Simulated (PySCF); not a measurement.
**Löwdin shares of the frontier orbitals**

C₆H₃F₃.
Geometry (GFN2-xTB, Å), atoms numbered from 1 in this order:
```xyz
12
C6H3F3 angstrom
F     -0.767    2.584    0.080
C     -0.404    1.294    0.039
C     -1.378    0.311    0.009
C     -1.000   -1.020   -0.034
C      0.338   -1.371   -0.046
C      1.303   -0.380   -0.016
F      2.599   -0.716   -0.028
C      0.947    0.964    0.027
F      1.884    1.919    0.057
H     -2.415    0.605    0.020
H     -1.756   -1.788   -0.058
H      0.650   -2.402   -0.078
```

Computed, not measured: TDDFT CAM-B3LYP/def2-SVPD, vertical, gas phase, core orbitals frozen in the response (PySCF).

Kohn–Sham orbitals with the atoms that hold most of them (Löwdin shares over 4%, at most four atoms):

```tsv
orbital	ε (eV)	atoms
HOMO-3	-12.54	F9 22%, C8 13%, F1 10%, F7 10%
HOMO-2	-12.29	C4 18%, C5 15%, C3 15%, F7 9%
HOMO-1	-9.05	C5 22%, C3 18%, C2 17%, C6 14%
HOMO	-9.05	C8 23%, C4 20%, F9 11%, C6 11%
LUMO	0.31	C2 21%, C5 20%, C6 15%, C3 12%
LUMO+1	0.31	C4 23%, C8 18%, C3 17%, C6 13%
LUMO+2	1.01	C8 24%, C6 15%, C2 15%, F9 12%
```

Within 0.005 eV of a neighbour in this list lie HOMO-1/HOMO and LUMO/LUMO+1 (point group found: C2v); within a degenerate set the shares of single atoms can hang on how the components are chosen.

The HOMO–LUMO gap is 9.36 eV. Where does the response calculation put the lowest singlet, and from which orbitals?

S1 is at 5.51 eV (f = 0.0000), 3.85 eV below the gap, made of HOMO-1→LUMO+1 (48%), HOMO→LUMO (47%). 

Next come S2 at 6.26 eV (f 0.0001), HOMO-1→LUMO (50%), HOMO→LUMO+1 (46%); S3 at 6.63 eV (f 0.0058), HOMO→LUMO+2 (92%); S4 at 6.78 eV (f 0.0000), HOMO-1→LUMO+2 (93%); S5 at 7.16 eV (f 0.577), HOMO→LUMO+1 (43%), HOMO-1→LUMO (38%).

Löwdin shares depend on the basis, the more so with diffuse functions.
